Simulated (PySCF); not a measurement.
# Two-component Hartree-Fock for In²⁺ (indium, charge +2)

Start: [Kr] 4d10 5s1; 5s1/2 filled at m_j = +1/2. Calculated with PySCF 2.14 in x2c-QZVPPall-2c: generalised Hartree-Fock with the X2C-1e Hamiltonian and a Gaussian nucleus; one run each with spin-orbit coupling (SO) switched off, then screened by Boettger's factors.

```json
{"spinor shell": "1s1/2", "electrons": "2", "ε, spin-free (eV)": "-28099.8", "ε, screened SO (eV)": "-28097.7", "weight of nominal j (screened SO)": "1.000", "rms radius, screened SO (bohr)": "0.0340"}
{"spinor shell": "2s1/2", "electrons": "2", "ε, spin-free (eV)": "-4313.4", "ε, screened SO (eV)": "-4312.8", "weight of nominal j (screened SO)": "1.000", "rms radius, screened SO (bohr)": "0.139"}
{"spinor shell": "2p1/2", "electrons": "2", "ε, spin-free (eV)": "-3866.2", "ε, screened SO (eV)": "-4012.5", "weight of nominal j (screened SO)": "1.000", "rms radius, screened SO (bohr)": "0.120"}
{"spinor shell": "2p3/2", "electrons": "4", "ε, spin-free (eV)": "-3866.2", "ε, screened SO (eV)": "-3799.3", "weight of nominal j (screened SO)": "1.000", "rms radius, screened SO (bohr)": "0.125"}
{"spinor shell": "3s1/2", "electrons": "2", "ε, spin-free (eV)": "-872.03", "ε, screened SO (eV)": "-871.87", "weight of nominal j (screened SO)": "1.000", "rms radius, screened SO (bohr)": "0.371"}
{"spinor shell": "3p1/2", "electrons": "2", "ε, spin-free (eV)": "-721.91", "ε, screened SO (eV)": "-749.20", "weight of nominal j (screened SO)": "1.000", "rms radius, screened SO (bohr)": "0.365"}
{"spinor shell": "3p3/2", "electrons": "4", "ε, spin-free (eV)": "-721.91", "ε, screened SO (eV)": "-709.37", "weight of nominal j (screened SO)": "1.000", "rms radius, screened SO (bohr)": "0.376"}
{"spinor shell": "3d3/2", "electrons": "4", "ε, spin-free (eV)": "-489.65", "ε, screened SO (eV)": "-494.39", "weight of nominal j (screened SO)": "1.000", "rms radius, screened SO (bohr)": "0.350"}
{"spinor shell": "3d5/2", "electrons": "6", "ε, spin-free (eV)": "-489.65", "ε, screened SO (eV)": "-486.34", "weight of nominal j (screened SO)": "1.000", "rms radius, screened SO (bohr)": "0.353"}
{"spinor shell": "4s1/2", "electrons": "2", "ε, spin-free (eV)": "-162.09", "ε, screened SO (eV)": "-162.06", "weight of nominal j (screened SO)": "1.000", "rms radius, screened SO (bohr)": "0.907"}
{"spinor shell": "4p1/2", "electrons": "2", "ε, spin-free (eV)": "-115.09", "ε, screened SO (eV)": "-119.92", "weight of nominal j (screened SO)": "1.000", "rms radius, screened SO (bohr)": "0.970"}
{"spinor shell": "4p3/2", "electrons": "4", "ε, spin-free (eV)": "-115.09", "ε, screened SO (eV)": "-112.88", "weight of nominal j (screened SO)": "1.000", "rms radius, screened SO (bohr)": "1.000"}
{"spinor shell": "4d3/2", "electrons": "4", "ε, spin-free (eV)": "-45.232", "ε, screened SO (eV)": "-45.830", "weight of nominal j (screened SO)": "0.991", "rms radius, screened SO (bohr)": "1.25"}
{"spinor shell": "5s1/2", "electrons": "1", "ε, spin-free (eV)": "-26.781", "ε, screened SO (eV)": "-26.783", "weight of nominal j (screened SO)": "1.000", "rms radius, screened SO (bohr)": "2.57"}
```

Where does 4d5/2 lie, and what is the 4d spin-orbit splitting (screened SO)?

At -44.827 eV, 1.003 eV above 4d3/2.

```csv
quantity,spin-free,screened SO
E (hartree),-5876.88202,-5878.17503
M_J,1/2,1/2
⟨J²⟩,0.751,0.751
⟨L²⟩,0.000,0.017
⟨S²⟩,0.751,0.768
```

Each row is a mean over spinors that exchange with the open shell spreads, by up to 0.381 eV (4s1/2).

Breit and QED terms are absent; they matter most for the inner s and p1/2 levels.

Densities and radii are taken from the X2C orbitals without a picture-change correction, which distorts them close to the nucleus.

Without spin-orbit coupling the j labels of p, d and f shells carry no meaning; the spin-free column gives the mean over the occupied spinors of each nl shell.
